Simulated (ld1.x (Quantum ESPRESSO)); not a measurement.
# Building the TM potential for Ga (PBE, fully relativistic).

ld1.x (Quantum ESPRESSO) 7.5 input, shortened:

```
&input
   title='Ga', zed=31., rel=2, dft='PBE', iswitch=3,
   config='[Ar] 3d10 4s2 4p1', rel_dist='average'
 /
 &inputp
   pseudotype=2, tm=.true., lloc=-1, rcloc=1.40,
   nlcc=.true.
 /
2
4S  1  0   2.00   0.00  1.75  1.75  0.0
4P  2  1   1.00   0.00  2.30  2.30  0.0
 &test
   configts(1)='4s2 4p1'
 /
```

Open shells are filled in proportion to 2j + 1 (rel_dist='average').

Poles of the logarithmic derivatives, all-electron (AE) and pseudo (PS). s: poles at 0.7 (AE) and 0.2, 0.9 (PS) Ry. p1/2: poles at 1.8 (AE) and 1.6 (PS) Ry. p3/2: poles at 1.8 (AE) and 1.7 (PS) Ry. Test radius 2.52 bohr.

- Cutoffs needed: 15 Ry and 35 Ry (the cutoffs (Ry, on a coarse ladder) from which the occupation-weighted sum of valence levels, in a spherical-Bessel basis at the reference potential, stays within 10 and 1 mRy of its value at 400 Ry)
- Ghost test: no extra level below or beside the all-electron valence levels (s, p1/2, p3/2, d, f tested) (spherical-Bessel basis up to 400 Ry, 20 bohr box)
- Largest excitation error: -137 meV (all-electron minus pseudo) for 4s1 4p0, out of 7 test configurations
